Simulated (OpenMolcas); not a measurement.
## neutral gold: from CASSCF to CASPT2

| Quantity | Value |
| --- | --- |
| Program | OpenMolcas |
| Basis | ANO-RCC-VTZP [8s7p5d3f1g] |
| Scalar Hamiltonian | DKH2, point nucleus |
| Active space | 11 electrons in 11 orbitals (5d 6s 6d) |
| State averaging | 2S+1 = 2 even, 6 roots |
| Spin-orbit coupling | RASSI with atomic mean-field integrals over the reference wave functions, term energies averaged over their components |

Methods on the same reference wave functions:
A. CASSCF
B. SS-CASPT2, IPEA 0.25 Eh, imaginary shift 0.1 Eh (closed shells correlated: 5s 5p)

Energies in cm-1 above 5d10 6s 2S 1/2, the measured ground level; measured values from NIST Handbook of Basic Atomic Spectroscopic Data.

```tsv
Level	A	B	Measured
5d10 6s 2S 1/2	0.0	0.0	0.0
5d9 6s2 2D 5/2	12473	9020	9161
5d9 6s2 2D 3/2	25138	21690	21435
```

Deviations, from unrounded energies. A percentage is the sum of absolute deviations over the sum of measured energies, with the sign that they share, or ± where signs differ.

```tsv
Against measurement	Levels	A	B
mean absolute deviation (cm-1)	2	3500	200
other configurations (%)	2	+22.9	±1.3
```

B lies closest to measurement on these levels. The largest miss of B in the table is 5d9 6s2 2D 3/2, by +250 cm-1. The ranking rests on the paired levels alone, and a cruder setting can come out closer through cancelling errors.

The lowest spin-free term lies below A's lowest term by 0.510 hartree in B.

CASPT2 breaks the degeneracy within a term, and the mean is taken; among the terms shown or strongly mixed into the levels shown the widest spread is 200 cm-1 (5d9 6s2 2D, B). Active for correlation alone: 6d; no level in the range computed is led by a configuration that fills it, so any true level of that kind is missing. Without dynamic correlation excited terms often stand tens of per cent too high (terms of higher spin than the ground term too low), and those without a measured partner can miss by more than the paired ones (holds for A). Measured partners are found by configuration, term and J. A level has none where our copy of the source lacks it or the pairing is in doubt (some pairs that miss far off the trend of their configuration count as doubtful), and it then counts in no deviation. Levels of configurations outside the active space are missing.
